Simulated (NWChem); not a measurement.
System: C4H2ClF; SMILES C(=C(\Cl)F)/C#C

The following NWChem deck was run.

```
start job
memory heap 200 mb stack 900 mb global 1100 mb
geometry units angstroms noautosym nocenter noautoz
  C      0.058322     3.154777     0.000000
  C      0.350727     1.980338     0.000000
  C      0.747498     0.620174     0.000000
  C     -0.127926    -0.394676     0.000000
  F     -1.443373    -0.218849     0.000000
  Cl     0.320352    -2.066192     0.000000
  H     -0.219333     4.184139     0.000000
  H      1.805606     0.378466     0.000000
end
basis spherical
  C library 6-31g*
  F library 6-31g*
  Cl library 6-31g*
  H library 6-31g*
end
dft
  xc b3lyp
  iterations 150
end
property
  shielding
end
task dft property
```

Parts of the log:

```
             Northwest Computational Chemistry Package (NWChem) 7.3.0
             --------------------------------------------------------

                             Geometry "geometry" -> ""
                             -------------------------

 Output coordinates in angstroms (scale by  1.889725989 to convert to a.u.)

  No.       Tag          Charge          X              Y              Z
 ---- ---------------- ---------- -------------- -------------- --------------
    1 C                    6.0000     0.05832200     3.15477700     0.00000000
    2 C                    6.0000     0.35072700     1.98033800     0.00000000
    3 C                    6.0000     0.74749800     0.62017400     0.00000000
    4 C                    6.0000    -0.12792600    -0.39467600     0.00000000
    5 F                    9.0000    -1.44337300    -0.21884900     0.00000000
    6 Cl                  17.0000     0.32035200    -2.06619200     0.00000000
    7 H                    1.0000    -0.21933300     4.18413900     0.00000000
    8 H                    1.0000     1.80560600     0.37846600     0.00000000

 Effective nuclear repulsion energy (a.u.)     241.7870974231

                              NWChem Property Module
                              ----------------------

  itol2e modified to match energy
  convergence criterion.

                                 NWChem DFT Module
                                 -----------------

 Summary of "ao basis" -> "ao basis" (spherical)
 ------------------------------------------------------------------------------
       Tag                 Description            Shells   Functions and Types
 ---------------- ------------------------------  ------  ---------------------
 C                           6-31g*                  6       14   3s2p1d
 F                           6-31g*                  6       14   3s2p1d
 Cl                          6-31g*                  8       18   4s3p1d
 H                           6-31g*                  2        2   2s

  itol2e modified to match energy
  convergence criterion.

            General Information
            -------------------
          SCF calculation type: DFT
          Wavefunction type:  closed shell.
          No. of atoms     :     8
          No. of electrons :    52
           Alpha electrons :    26
            Beta electrons :    26
          Charge           :     0
          Spin multiplicity:     1
          Use of symmetry is: off; symmetry adaption is: off
          Maximum number of iterations: 150
          AO basis - number of functions:    92
                     number of shells:    42
          Convergence on energy requested:  1.00D-07
          Convergence on density requested:  1.00D-05
          Convergence on gradient requested:  5.00D-04

              XC Information
              --------------
                         B3LYP Method XC Potential
                     Hartree-Fock (Exact) Exchange  0.200
                        Slater Exchange Functional  0.800 local
                    Becke 1988 Exchange Functional  0.720 non-local
              Lee-Yang-Parr Correlation Functional  0.810
                  VWN I RPA Correlation Functional  0.190 local

             Grid Information
             ----------------
          Grid used for XC integration:  fine
          Radial quadrature: Mura-Knowles
          Angular quadrature: Lebedev.
          Tag              B.-S. Rad. Rad. Pts. Rad. Cut. Ang. Pts.
          ---              ---------- --------- --------- ---------
          C                   0.70       70          13.0       590
          F                   0.50       70          11.0       590
          Cl                  1.00      123          14.0       770
          H                   0.35       60          14.0       590
          Grid pruning is: on
          Number of quadrature shells:   593
          Spatial weights used:  Erf1

      Superposition of Atomic Density Guess
      -------------------------------------

[...]

          -----------------------------------------
          Chemical Shielding Tensors (GIAO, in ppm)
          -----------------------------------------

                                NWChem CPHF Module
                                ------------------

  scftype          =     RHF
  nclosed          =       26
  nopen            =        0
  variables        =     1716
  # of vectors     =        3
  tolerance        = 0.10D-03
  level shift      = 0.00D+00
  max iterations   =       50
  max subspace     =       30

 SCF residual:    7.6039879088072337E-005

Iterative solution of linear equations
  No. of variables     1716
  No. of equations        3
  Maximum subspace       30
        Iterations       50
       Convergence  1.0D-04

   iter   nsub   residual    time
   ----  ------  --------  ---------
     1      3    3.80D-01      61.1
     2      6    2.51D-02      64.8
     3      9    2.14D-03      68.3
     4     12    9.58D-05      71.9

      Atom:    1  C
        Diamagnetic
    281.2335     -3.3514      0.0000
     -3.3514    280.2652     -0.0000
      0.0000     -0.0000    279.2909

        Paramagnetic
   -201.3375    -31.1096      0.0000
    -31.1096    -85.5715      0.0000
      0.0000      0.0000   -224.6446

        Total Shielding Tensor
     79.8960    -34.4610      0.0000
    -34.4610    194.6938     -0.0000
      0.0000     -0.0000     54.6463

           isotropic =     109.7454
          anisotropy =     141.7481

          Principal Components and Axis System
                 1           2           3
              204.2441     70.3457     54.6463

      1        -0.2671      0.9637     -0.0000
      2         0.9637      0.2671     -0.0000
      3        -0.0000      0.0000      1.0000

      Atom:    2  C
        Diamagnetic
    222.4653    -21.0864      0.0000
    -21.0864    281.7474     -0.0000
      0.0000     -0.0000    214.5492

        Paramagnetic
   -172.8303    -40.5498     -0.0000
    -40.5498     -1.7564     -0.0000
     -0.0000     -0.0000   -166.9082

        Total Shielding Tensor
     49.6350    -61.6363     -0.0000
    -61.6363    279.9910     -0.0000
     -0.0000     -0.0000     47.6410

           isotropic =     125.7556
          anisotropy =     254.5356

          Principal Components and Axis System
                 1           2           3
              295.4461     47.6410     34.1799

      1        -0.2432     -0.0000      0.9700
      2         0.9700     -0.0000      0.2432
      3        -0.0000      1.0000      0.0000

      Atom:    3  C
        Diamagnetic
    277.1280      4.9027     -0.0000
      4.9027    273.5777      0.0000
     -0.0000      0.0000    256.7109

        Paramagnetic
   -220.6300     38.2186      0.0000
     38.2186   -169.5535     -0.0000
      0.0000     -0.0000   -103.5463

        Total Shielding Tensor
     56.4980     43.1214      0.0000
     43.1214    104.0242      0.0000
      0.0000      0.0000    153.1646

           isotropic =     104.5623
          anisotropy =      72.9035

          Principal Components and Axis System
                 1           2           3
              153.1646    129.4966     31.0256

      1         0.0000      0.5086      0.8610
      2         0.0000      0.8610     -0.5086
      3         1.0000     -0.0000     -0.0000

      Atom:    4  C
        Diamagnetic
    262.4766      0.7896     -0.0000
      0.7896    267.1365      0.0000
     -0.0000      0.0000    235.5758

        Paramagnetic
   -244.8992     63.7441     -0.0000
     63.7441   -257.7677      0.0000
     -0.0000      0.0000   -173.6471

        Total Shielding Tensor
     17.5774     64.5337     -0.0000
     64.5337      9.3688      0.0000
     -0.0000      0.0000     61.9288

           isotropic =      29.6250
          anisotropy =      72.7683

          Principal Components and Axis System
                 1           2           3
               78.1372     61.9288    -51.1910

      1         0.7292      0.0000     -0.6843
      2         0.6843      0.0000      0.7292
      3        -0.0000      1.0000     -0.0000

      Atom:    5  F
        Diamagnetic
    493.5685     -4.6279     -0.0000
     -4.6279    466.4992     -0.0000
     -0.0000     -0.0000    465.2135

        Paramagnetic
   -243.8103    -26.9374     -0.0000
    -26.9374   -290.6778     -0.0000
     -0.0000     -0.0000   -177.8665

        Total Shielding Tensor
    249.7582    -31.5653     -0.0000
    -31.5653    175.8214     -0.0000
     -0.0000     -0.0000    287.3470

           isotropic =     237.6422
          anisotropy =      74.5572

          Principal Components and Axis System
                 1           2           3
              287.3470    261.4008    164.1787

      1         0.0000      0.9382      0.3461
      2        -0.0000     -0.3461      0.9382
      3         1.0000     -0.0000      0.0000

      Atom:    6  Cl
        Diamagnetic
   1142.5502     -3.4096     -0.0000
     -3.4096   1154.0086      0.0000
     -0.0000      0.0000   1140.9530

        Paramagnetic
   -593.7324    -92.7732     -0.0000
    -92.7732   -155.6640      0.0000
     -0.0000      0.0000   -646.1572

        Total Shielding Tensor
    548.8178    -96.1827     -0.0000
    -96.1827    998.3446      0.0000
     -0.0000      0.0000    494.7957

           isotropic =     680.6527
          anisotropy =     506.1103

          Principal Components and Axis System
                 1           2           3
             1018.0596    529.1028    494.7957

      1        -0.2008      0.9796     -0.0000
      2         0.9796      0.2008     -0.0000
      3         0.0000      0.0000      1.0000

      Atom:    7  H
        Diamagnetic
     27.2940     -4.1057      0.0000
     -4.1057     40.4326     -0.0000
      0.0000     -0.0000     25.9547

        Paramagnetic
     -0.4850      1.9491     -0.0000
      1.9491     -5.2121      0.0000
     -0.0000      0.0000      0.1392

[...]
```

Level: B3LYP/6-31G* (spherical d), GIAO. Coordinates come from a B3LYP/6-31G* (spherical d) optimisation. The printed shielding anisotropy is the first printed principal value minus the mean of the other two.
